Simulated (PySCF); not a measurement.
C4H2BrCl, SMILES C(/C#C)(=C/Br)Cl.

Coordinates come from a PBE0-D3(BJ)/def2-SVP optimisation. The structure was generated by enumeration; whether it is a known compound was not checked.

Method: TDDFT-PBE/def2-SVPD (PySCF).

Vertical excitations. Isolated molecule, no solvent. State labels are in the subgroup Cs.

```tsv
state	symmetry	energy (eV)	λ (nm)	f	main pairs
S1	A"	4.46	278	0.000	HOMO→LUMO+1 98 %
S2	A'	4.55	273	0.219	HOMO→LUMO 92 %
S3	A"	4.68	265	0.000	HOMO−1→LUMO 99 %
S4	A"	5.02	247	0.000	HOMO−2→LUMO 100 %
S5	A"	5.18	239	0.000	HOMO→LUMO+2 98 %
S6	A'	5.42	229	0.013	HOMO−3→LUMO 62 %, HOMO−1→LUMO+1 32 %
S7	A"	5.64	220	0.000	HOMO−4→LUMO 99 %
S8	A'	5.72	217	0.056	HOMO−1→LUMO+1 52 %, HOMO−2→LUMO+1 25 %, HOMO−3→LUMO 14 %
S9	A'	5.96	208	0.023	HOMO−2→LUMO+1 56 %, HOMO−1→LUMO+2 27 %
S10	A"	6.05	205	0.000	HOMO−3→LUMO+1 98 %
T1	A'	2.96	419	0	HOMO→LUMO 98 %
T2	A"	4.13	300	0	HOMO→LUMO+1 97 %
T3	A"	4.48	277	0	HOMO−1→LUMO 90 %
T4	A'	4.72	262	0	HOMO−3→LUMO 84 %
```
Triplets are in the Tamm–Dancoff approximation, which puts them higher than full response would, so one can lie above its singlet here.
